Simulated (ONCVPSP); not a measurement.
# Plane-wave convergence, ONCV potential for Lu (Z = 71)

- Element: lutetium
- Generator: ONCVPSP 4.0.1
- Type: optimised norm-conserving Vanderbilt (ONCV)
- Functional: LDA (Perdew-Wang 92)
- Relativity: fully relativistic
- Frozen core: [Kr] 4d10
- Valence charge: 25
- Reference configuration: 4f14 5s2 5p6 5d1 6s2
- Partial waves: 5s+6s: rc 2.10 bohr, ncon 4, nbas 7, qcut 4.6 1/bohr, 2 projectors; 5p: rc 2.30 bohr, ncon 3, nbas 8, qcut 5.9 1/bohr, 2 projectors, debl 3.9 Ha; 5d: rc 2.40 bohr, ncon 3, nbas 7, qcut 3.4 1/bohr, 1 projector; 4f: rc 1.10 bohr, ncon 5, nbas 10, qcut 17.1 1/bohr, 2 projectors, debl 2 Ha
- Local potential: polynomial inside 1.10 bohr (lpopt 4, dvloc0 3 Ha)
- Core correction: none

Open shells are filled in proportion to 2j + 1.

For each optimised wave give the share of its norm inside rc, the residual kinetic energy above qcut (Ha) and the cutoffs (Ha) for errors of 10, 1, 0.1 and 0.01 mHa per electron.

```csv
wave,norm inside rc,residual KE,10 mHa,1 mHa,0.1 mHa,0.01 mHa
5s,0.977,8.6e-05,3.8,5.5,10.5,27.3
6s,0.088,2.1e-04,3.2,7.2,14.8,35.2
5p j=3/2,0.937,1.1e-08,7.1,9.5,11.4,13.2
p projector 2 j=3/2,0.155,4.9e-06,7.2,9.3,11.6,14.8
5p j=1/2,0.964,9.1e-08,8.4,10.8,12.9,14.6
p projector 2 j=1/2,0.161,1.5e-06,8.5,11.3,13.4,15.1
5d j=5/2,0.443,8.0e-03,5.5,20.7,41.6,82.0
5d j=3/2,0.486,1.0e-02,5.8,26.7,43.8,89.5
4f j=7/2,0.851,1.3e-05,109.9,124.0,135.3,170.4
f projector 2 j=7/2,0.075,6.6e-06,101.4,119.4,132.8,143.7
4f j=5/2,0.861,1.1e-05,110.3,124.3,135.4,152.2
f projector 2 j=5/2,0.073,7.0e-06,101.6,119.6,133.0,143.9
```

The occupied waves need 124 Ha and 135 Ha for 1 and 0.1 mHa. 1 of 4 tests not solved or not reliable.
